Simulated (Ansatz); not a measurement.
TiCl, multiplicity 4 (the spin of the measured ground state), most abundant isotopes (47.9479 and 34.9689 u). Constants from fifth-degree fits in 1/R to seven points on the lowest solution found; no spin–orbit coupling, no relativity up to Kr; ω_e x_e and α_e move by some per cent with the fit.

Correlated levels freeze the inner cores; with def2 sets outer-core shells near the valence are correlated too.

Programs: Ansatz (Gaussian orbitals). 

Total energies (hartree; each atom in its lowest state at that level) and vibrational constants (cm⁻¹):

```tsv
level	E(TiCl) at r_e	E(Ti)	E(Cl)	ω_e	ω_e x_e
PBE/def2-TZVPP	-1309.252988	-849.114853	-459.958430	409	1.5
B3LYP/def2-TZVPP	-1309.701394	-849.367997	-460.167005	401	1.4
wB97M-V/def2-TZVPP	-1309.587407	-849.297225	-460.125172	402	1.4
CCSD(T)/def2-TZVPP	-1308.540499	-848.722138	-459.664645	403	1.3
```

Problem. Work out D_e and D₀ in eV.

Solution. 
D_e = E(Ti) + E(Cl) − E(molecule), times 27.2114 eV; D₀ = D_e − (ω_e/2 − ω_e x_e/4)/8065.54.
- PBE/def2-TZVPP: D_e = 4.890, zero point 0.025, D₀ = 4.865 eV
- B3LYP/def2-TZVPP: D_e = 4.528, zero point 0.025, D₀ = 4.503 eV
- wB97M-V/def2-TZVPP: D_e = 4.490, zero point 0.025, D₀ = 4.465 eV
- CCSD(T)/def2-TZVPP: D_e = 4.183, zero point 0.025, D₀ = 4.158 eV
No counterpoise correction is made.

Ansatz is an electronic-structure program.
